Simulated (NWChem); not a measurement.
Species: BGeH5O2; SMILES O[B](O)[GeH3]

```xyz
9

B     -0.0003    -1.0693     0.0009
Ge     0.0001     1.0242    -0.0021
H     -0.0367     1.5911    -1.4381
H     -1.2280     1.6044     0.7335
H      1.2644     1.6031     0.6707
O      1.1494    -1.7879    -0.0055
H      1.9433    -1.2483     0.0100
O     -1.1496    -1.7885    -0.0056
H     -1.9442    -1.2499     0.0098
```
Atoms are numbered in this order, from 1.

Computed with NWChem. Pople sets run with spherical d functions. All runs use the structure optimised with PBE0/def2-SVP. Isolated, static molecule.

GIAO at Hartree-Fock/6-31G*: principal shieldings of B1 are 74.7, 89.8, 110.5 ppm; an isolated boron trifluoride molecule has σ = 115.9 ppm at the same levels.

Task: Find the isotropic 11B shift, its principal values, the span and the skew.

Result: 
1. σ(iso) = one third of the sum = 91.7 ppm.
2. δ = σ(reference) − σ = 24.2 ppm against boron trifluoride.
3. δ11, δ22, δ33 = 41.2, 26.1, 5.4 ppm.
4. Span Ω = δ11 − δ33 = 35.8 ppm; skew κ = 3(δ22 − δ(iso))/Ω = 0.16.
